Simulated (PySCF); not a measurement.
C5H9N2PSi.
Cartesian coordinates in Å at the GFN2-xTB level; atoms count from 1:
```xyz
18
C5H9N2PSi angstrom
P      2.6775   -1.5570   -0.9267
Si     2.1794   -0.2279    0.8192
N      1.3616    1.1420    0.2057
C      0.2484    1.4792   -0.2597
N     -0.8880    0.7318   -0.4484
C     -2.1012    1.2670   -0.8224
C     -3.0116    0.2643   -0.9168
C     -2.3351   -0.9456   -0.6023
C     -1.0450   -0.6284   -0.3182
H      3.5037   -0.6436   -1.5515
H      3.7391   -2.1744   -0.2942
H      3.3482    0.3690    1.4648
H      1.4477   -1.0823    1.7656
H      0.1092    2.5193   -0.5674
H     -2.2118    2.3222   -0.9789
H     -4.0454    0.3632   -1.1817
H     -2.7649   -1.9274   -0.5940
H     -0.2206   -1.2650   -0.0697
```

NICS = −σ at a ghost point: NICS(0) at the centroid of the ring atoms, NICS(1) 1 Å to either side along the normal of their mean plane, zz for the tensor component along that normal. Level: GIAO PBE0/pcSseg-1 (PySCF, non-relativistic, gas phase) on the GFN2-xTB geometry, one conformer.

Ring bond lengths (Å), with Mayer bond orders in brackets: N5–C6 1.378 (1.07), C6–C7 1.358 (1.57), C7–C8 1.421 (1.30), C8–C9 1.358 (1.59), C9–N5 1.375 (1.05).

Question: What do the NICS probes read (ppm)?

Answer: 
| ring | type | NICS(0) | NICS(1), two faces | NICS(1)zz, two faces | rms pucker (Å) | centre to ring atoms, mean (Å) |
| --- | --- | --- | --- | --- | --- | --- |
| N5–C6–C7–C8–C9 | 5-membered ring with N; formal bonds all aromatic | -11.4 | -10.0 / -9.9 | -25.3 / -25.0 | 0.00 | 1.17 |

Question: What can be read from them?

Answer: 
- N5–C6–C7–C8–C9: mean NICS(1)zz -25.1 ppm, shielded, aromatic by this magnetic criterion (flat ring, no four-coordinate atom).

Question: And the bond-length index? HOMA = 1 − mean of α(R − Ropt)² over the ring bonds, with Krygowski's 1993 parameters (CC: Ropt 1.388 Å, α 257.7 Å⁻²; CN: Ropt 1.334 Å, α 93.52 Å⁻²).

Answer: 
- N5–C6–C7–C8–C9: HOMA 0.78; the largest term is that of C7–C8, α(R − Ropt)² = 0.29. The geometric and the magnetic index point the same way.

Question: At the second NICS(1) probe listed for ring N5–C6–C7–C8–C9, 1 Å off the ring, how large is the induced field along the normal in 9.4 T applied along it?

Answer: NICSzz × B0 = -25.0 ppm × 9.4 T = -235 μT, against the applied field.

Question: List the ring angles and the Hirshfeld charges of the ring atoms.

Answer: 
- N5–C6–C7–C8–C9: N5 108.0° (-0.001 e), C6 108.8° (-0.028 e), C7 107.1° (-0.083 e), C8 107.4° (-0.077 e), C9 108.6° (-0.025 e); sum 540.0° against 540° for a flat convex ring.

Question: How shielded are the nuclei of the rings and their hydrogens (means over atoms taken as equivalent)?

Answer: 
```tsv
atoms	environment	σ isotropic (ppm)	principal values of the symmetric part, first atom (ppm)
N5	pyrrole-type nitrogen	38.8	-47.8, 20.8, 143.5
C6 (×2)	aromatic CH next to a ring nitrogen	62.8	-16.5, 66.8, 132.8
C7 (×2)	aromatic CH carbon	66.9	-17.9, 57.3, 163.5
H15 (×2)	aromatic hydrogen	24.60	22.0, 26.2, 26.5
H16 (×2)	aromatic hydrogen	25.07	22.8, 25.7, 26.8
```
